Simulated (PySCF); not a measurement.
Cl3La, charge +1, doublet, geometry from GFN2-xTB (such geometries of metal compounds can be far from the true shape) (the multiplicity is a formal guess) (core potentials on La); PBE/def2-SVP (PySCF).

Here is a job for PySCF.
```python
from pyscf import gto, scf, dft

mol = gto.M(
    atom='''
La    0.10762410   -0.30028343   -0.77085064
Cl   -1.96582434   -0.74394322    0.61833748
Cl    0.20323583    2.01903605    0.45396833
Cl    1.40173124   -0.26826016    1.51231102
''',
    basis='def2-svp',
    ecp={'La': 'def2-svp'},
    charge=1,
    spin=1,
    verbose=4,
)

mf = dft.UKS(mol)
mf.xc = 'pbe'
mf.kernel()
```

It wrote (shortened):

```
PySCF version 2.14.0

[INPUT] verbose = 4
[INPUT] num. atoms = 4
[INPUT] num. electrons = 61
[INPUT] charge = 1
[INPUT] spin (= nelec alpha-beta = 2S) = 1
[INPUT] symmetry False subgroup None
[INPUT] Mole.unit = angstrom
[INPUT] Symbol           X                Y                Z      unit          X                Y                Z       unit  Magmom
[INPUT]  1 La     0.107624100000  -0.300283430000  -0.770850640000 AA    0.203380073403  -0.567453442445  -1.456696592546 Bohr   0.0
[INPUT]  2 Cl    -1.965824340000  -0.743943220000   0.618337480000 AA   -3.714869611604  -1.405848938027   1.168488489754 Bohr   0.0
[INPUT]  3 Cl     0.203235830000   2.019036050000   0.453968330000 AA    0.384060057399   3.815425170124   0.857875812926 Bohr   0.0
[INPUT]  4 Cl     1.401731240000  -0.268260160000   1.512311020000 AA    2.648888143847  -0.506938232532   2.857853642962 Bohr   0.0

nuclear repulsion = 256.222792416951
number of shells = 36
number of NR pGTOs = 165
number of NR cGTOs = 86
basis = def2-svp
ecp = {'La': 'def2-svp'}

******** <class 'pyscf.dft.uks.UKS'> ********
method = UKS
initial guess = minao
damping factor = 0
level_shift factor = 0
DIIS = <class 'pyscf.scf.diis.CDIIS'>
diis_start_cycle = 1
diis_space = 8
diis_damp = 0
SCF conv_tol = 1e-09
SCF conv_tol_grad = None
SCF max_cycles = 50
direct_scf = True
direct_scf_tol = 1e-13
number electrons alpha = 31  beta = 30
XC library pyscf.dft.libxc version 7.1.2
    S. Lehtola, C. Steigemann, M. J. T. Oliveira, and M. A. L. Marques,  SoftwareX 7, 1–5 (2018)
XC functionals = pbe
    J. P. Perdew, K. Burke, and M. Ernzerhof,  Phys. Rev. Lett. 77, 3865 (1996)
    J. P. Perdew, K. Burke, and M. Ernzerhof,  Phys. Rev. Lett. 78, 1396 (1997)
    J. P. Perdew, K. Burke, and M. Ernzerhof,  Phys. Rev. Lett. 77, 3865 (1996)
    J. P. Perdew, K. Burke, and M. Ernzerhof,  Phys. Rev. Lett. 78, 1396 (1997)
radial grids:
    Treutler-Ahlrichs [JCP 102, 346 (1995); DOI:10.1063/1.469408] (M4) radial grids

becke partition: Becke, JCP 88, 2547 (1988); DOI:10.1063/1.454033
pruning grids: <function nwchem_prune>
grids dens level: 3
symmetrized grids: False
atomic radii adjust function: <function treutler_atomic_radii_adjust>
small_rho_cutoff = 0
Set gradient conv threshold to 3.16228e-05
tot grids = 81344
init E= -1408.35279873998

cycle= 1 E= -1410.78944111286  delta_E= -2.44  |g|= 0.683  |ddm|= 7.23

cycle= 2 E= -1410.23415922122  delta_E= 0.555  |g|= 1.01  |ddm|=  2.7
cycle= 3 E= -1411.01559498001  delta_E= -0.781  |g|= 0.347  |ddm|= 1.83
cycle= 4 E= -1411.09571465101  delta_E= -0.0801  |g|= 0.114  |ddm|= 0.63
cycle= 5 E= -1411.10192434467  delta_E= -0.00621  |g|= 0.054  |ddm|= 0.226
cycle= 6 E= -1411.1037928095  delta_E= -0.00187  |g|= 0.0168  |ddm|= 0.0935
cycle= 7 E= -1411.10399614998  delta_E= -0.000203  |g|= 0.00225  |ddm|= 0.0288
cycle= 8 E= -1411.10399915892  delta_E= -3.01e-06  |g|= 0.000937  |ddm|= 0.00507
cycle= 9 E= -1411.10399967605  delta_E= -5.17e-07  |g|= 0.000281  |ddm|= 0.0013
cycle= 10 E= -1411.10399957042  delta_E= 1.06e-07  |g|= 0.000461  |ddm|= 0.000974
cycle= 11 E= -1411.10399973494  delta_E= -1.65e-07  |g|= 6.62e-05  |ddm|= 0.000668
cycle= 12 E= -1411.10399973815  delta_E= -3.2e-09  |g|= 9.31e-06  |ddm|= 0.000118
cycle= 13 E= -1411.1039997382  delta_E= -5.87e-11  |g|= 3.85e-06  |ddm|= 2.21e-05
Extra cycle  E= -1411.10399973817  delta_E= 2.93e-11  |g|= 7.25e-06  |ddm|= 2.08e-05
converged SCF energy = -1411.10399973817  <S^2> = 0.75269088  2S+1 = 2.0026891
```
